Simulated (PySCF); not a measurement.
Species: C5H9FOS.
SMILES with atom numbers: `[O:1]=[S@:2]([CH2:3][F:4])[CH2:5][CH:6]1[CH2:7][CH2:8]1` (hydrogens: H9, H10 on C3; H11, H12 on C5; H13 on C6; H14, H15 on C7; H16, H17 on C8)

The geometry is computed with GFN2-xTB (gas phase).

Question: Give the optimised bond lengths and angles.

Answer: 
```tsv
bond	length (Å)	order
O1=S2	1.460	double
S2–C3	1.885	single
C3–F4	1.361	single
S2–C5	1.859	single
C5–C6	1.501	single
C6–C7	1.501	single
C7–C8	1.498	single
C6–C8	1.499	single
C3–H9	1.092	single
C3–H10	1.092	single
C5–H11	1.088	single
C5–H12	1.090	single
C6–H13	1.083	single
C7–H14	1.079	single
C7–H15	1.079	single
C8–H16	1.079	single
C8–H17	1.080	single
```

Orders are formal, as drawn. A selection of angles:
```tsv
angle	degrees
O1–S2–C3	103.3
O1–S2–C5	106.2
C3–S2–C5	94.1
S2–C3–F4	110.4
S2–C3–H9	109.2
S2–C3–H10	108.2
F4–C3–H9	109.1
F4–C3–H10	108.6
H9–C3–H10	111.3
S2–C5–C6	108.7
S2–C5–H11	106.8
S2–C5–H12	107.6
C6–C5–H11	111.7
C6–C5–H12	111.3
H11–C5–H12	110.6
C5–C6–C7	119.8
C5–C6–C8	119.6
C5–C6–H13	113.1
C7–C6–C8	59.9
C7–C6–H13	117.5
C8–C6–H13	117.3
C6–C7–C8	60.0
C6–C7–H14	117.9
C6–C7–H15	118.4
C8–C7–H14	118.2
C8–C7–H15	118.7
H14–C7–H15	113.7
C7–C8–H16	118.5
C7–C8–H17	118.0
C6–C8–C7	60.1
C6–C8–H16	118.5
C6–C8–H17	118.0
H16–C8–H17	113.7
```

Torsions: O1–S2–C3–F4 -170° (antiperiplanar); O1–S2–C5–C6 -73° (synclinal); S2–C5–C6–C7 -155° (antiperiplanar); C5–C6–C7–C8 109° (anticlinal); C5–C6–C8–C7 -109° (anticlinal).

The C–S distances run from 1.859 Å (S2–C5, drawn single) to 1.885 Å (S2–C3, drawn single), a spread of 0.026 Å. Of the pairs four or more bonds apart, F4···H11 is among the closest relative to their van der Waals radii: 2.58 Å, 97 % of the sum of Bondi's values. S2 (sulfinyl sulfur) is pyramidal (angles 106.2°, 103.3° and 94.1°, sum 303.7°, 0.76 Å off the plane of its three neighbours). The 3-membered ring C6–C7–C8 has internal angles of 59.9° to 60.1°. All 4 C–C bonds measure 1.498 to 1.501 Å.

Point group: C1 (no symmetry element, even within 0.4 Å). Not checked by GFN2-xTB frequencies. One conformer, not necessarily the lowest.
